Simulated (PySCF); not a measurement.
# Computed data sheet: `CC[SiH2]O[SiH3]`

C2H10OSi2.
Cartesian coordinates in Å at the GFN2-xTB level; atoms count from 1:
```
atom  x, y, z in Å
C1    -2.6321   -0.3882   -0.2115
C2    -1.3101    0.3705   -0.2355
Si3    0.1938   -0.7859   -0.3191
O4     1.5268    0.1351   -0.3390
Si5    3.0061    0.7703   -0.1949
H6    -2.6860   -1.0358    0.6606
H7    -3.4775    0.2976   -0.1795
H8    -2.7335   -1.0112   -1.0973
H9    -1.2471    1.0015    0.6540
H10   -1.3056    1.0500   -1.0909
H11    0.2136   -1.5680   -1.5573
H12    0.2760   -1.6518    0.8606
H13    3.8097   -0.1374    0.6227
H14    3.5353    0.8919   -1.5514
H15    2.8259    2.0694    0.4508
```

Among its groups: Si–H bond, siloxane link and C–Si bond.

From GFN2-xTB geometry:

```
Rotational constants A, B, C of the GFN2-xTB geometry : 11.132, 1.135, 1.070 GHz
```

From CAM-B3LYP/def2-SVPD ground state and vertical TDDFT (core frozen in the response) (PySCF):

```
Dipole moment                                                     : 0.52 D
HOMO energy                                                       : -9.41 eV
LUMO energy                                                       : 0.91 eV
HOMO–LUMO gap                                                     : 10.32 eV
Lowest singlet excitation                                         : 7.16 eV (173 nm, f = 0.002)
Strongest line among the 8 lowest singlet transitions             : S7 at 8.49 eV (146 nm, f = 0.140)
Lowest triplet excitation (Tamm–Dancoff)                          : 6.87 eV
Static isotropic polarisability                                   : 79.2 au
Electronic spatial extent ⟨r²⟩ about the centre of nuclear charge : 1133 bohr²
```

PBE0/pcSseg-1 ground state and GIAO shieldings, non-relativistic (PySCF):

```
Lowest Hirshfeld atomic charge                              : -0.30 e on O4
Highest Hirshfeld atomic charge                             : +0.41 e on Si3
13C chemical shifts (computed TMS as zero) by class         : 11.7 (C2), 6.4 (C1) ppm
1H chemical shifts (computed TMS as zero) by class          : 5.14 (H13/H14/H15), 5.04 (H11/H12), 1.06 (H9/H10), 0.94 (H6/H7/H8) ppm
Isotropic shieldings of nuclei other than C and H, by class : 328 (O4), 370 (Si3), 394 (Si5) ppm
Mayer bond orders between heavy atoms                       : C1–C2 1.04, C2–Si3 0.91, Si3–O4 0.93, O4–Si5 0.94
```

delta-SCF UKS SCAN, pcX-2 on the ionised atom, pcseg-1 elsewhere, spin-free X2C; 2p3/2 from a spin–orbit splitting computed afterwards within the 2p shell (PySCF):

```
Core binding energies : Si2p3/2 107.0 (Si3), Si2p3/2 107.3 (Si5), C1s 290.0 (C2), C1s 290.6 (C1), O1s 537.6 (O4), Si1s 1846.9 (Si3), Si1s 1847.2 (Si5) eV
```

Monoisotopic mass from the formula: 106.0270 u.

The largest Löwdin shares of the HOMO are 0.25 on C2, 0.21 on O4, 0.17 on Si3 and 0.07 on C1. The rotational constants make it an asymmetric top with κ = (2B − A − C)/(A − C) = -0.99, nearer the prolate limit (−1). The polarisability is 11.73 Å³ as a volume (1 au = 0.148185 Å³), or 1.36 au for each of the 58 electrons. No computed singlet falls in the visible range (750 to 380 nm, 1.65 to 3.26 eV); S1 lies 3.90 eV above its blue end. In atomic units the dipole is 0.20 e·bohr (1 au = 2.5417 D).

Isolated species at its GFN2-xTB geometry (one conformer only). NMR classes are plain means over equivalent atoms (diastereotopic ones count apart unless rotation or inversion swaps them), as if these changed places fast; in this geometry the members of some classes differ.
